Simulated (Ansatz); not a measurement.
WO2⁻. The state is a doublet with charge -1. Geometry PBE-D4/def2-TZVP, that of the neutral singlet; atoms count from 1.

```xyz
3

W    -0.448   -0.488   -0.220
O    -0.769    1.134    0.160
O     1.217   -0.646    0.061
```

In the def2 sets W takes a core potential; there is no spin–orbit coupling. The charge -1 doublet is spin-contaminated (final ⟨S²⟩ up to 0.88, 0.75 for a pure state). The highest occupied level of the charge -1 doublet lies above zero (up to 0.06 eV). Its loss leaves the charge 0 singlet, which lies 1.79 eV higher (vertical, at PBE0-D4/def2-TZVPD), but this difference is unsure: the singlet is doubtful (at the level of its geometry, restricted singlet, unstable towards broken spin symmetry). The structure comes from a short search, and lower isomers may exist.

(1) Estimate the Mulliken populations from the PBE0/def2-TZVPD orbitals of Ansatz.

(2) Where does the spin sit?

(3) And the Mayer bond orders between bonded heavy atoms (over 0.3)?

Answers

(1) 
| atom | charge (e) | spin (α − β) | d electrons |
| --- | --- | --- | --- |
| W1 | -0.17 | 1.00 | 3.69 |
| O2 | -0.41 | 0.00 | – |
| O3 | -0.41 | 0.00 | – |
Mulliken values and Mayer orders depend strongly on the basis. With diffuse functions, as here, like atoms can get unlike values, and bond orders can come out too low or too high.

(2) Summed by element: W 1.00, O 0.00, of 1 unpaired in all. Largest on single atoms: W1 1.00, O2 0.00, O3 0.00.

(3) W1–O2 1.43 (1.70 Å); W1–O3 1.43 (1.70 Å).
